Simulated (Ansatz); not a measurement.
Ansatz (an electronic-structure program) input:
A basis named .json is the Basis Set Exchange file of that set.

Ansatz 0.2 input:
```yaml
crystal:
  periodic: [false, false, false]
  atoms:
    - {symbol: S, position_ang: [1.56923687, -0.30498979, 0.11767735]}
    - {symbol: C, position_ang: [0.09578570, -0.03208337, 0.02546648]}
    - {symbol: S, position_ang: [-1.48646509, 0.34133103, -0.18265028]}
    - {symbol: H, position_ang: [-1.89906265, -0.38895954, 0.88676794]}
basis:
  gaussian:
    orbitals: aug-cc-pV_D+d_Z.json
total_charge: 1
magnetization: {spin_polarized: false}
correlation: {method: ccsd_t, electrons: outside_noble_gas}
output: {forces: true}
```

Task: What final total energy does it print?

Result: -833.66234 Eh (CCSD(T)/aug-cc-pV(D+d)Z). The basis has 96 functions.

It need not be the lowest isomer of its formula.
